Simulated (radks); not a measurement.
The numbers below are computed, except where a source is named.
Minus the highest occupied eigenvalue as an estimate of the ionisation energy, Cr20+ to Cr23+. The LB94 potential has the -1/r tail that LDA and GGA lack but no energy functional. Code: a radial shooting solver on a logarithmic mesh with Libxc functionals. Model: scalar-relativistic Kohn-Sham, LB94 model potential, spin-polarised, spherical densities, finite nucleus; open shells are filled with parallel spins first; Fermi nuclear charge, rms radius 3.6452 fm.

species  configuration   HOMO  -e(HOMO) (eV)  <r> (bohr)  IE, NIST (eV)       kind
Cr20+         [He] 2s2     2s         1625.8       0.264         1634.1  semi-emp.
Cr21+         [He] 2s1  2s up         1717.8       0.261         1721.2     theory
Cr22+             [He]     1s         7437.2      0.0630         7481.9     theory
Cr23+              1s1  1s up         7842.0      0.0620         7894.8     theory

Reference values: NIST Atomic Spectra Database (exp. = measured, semi-emp. = semi-empirical, theory = theoretical value adopted there).
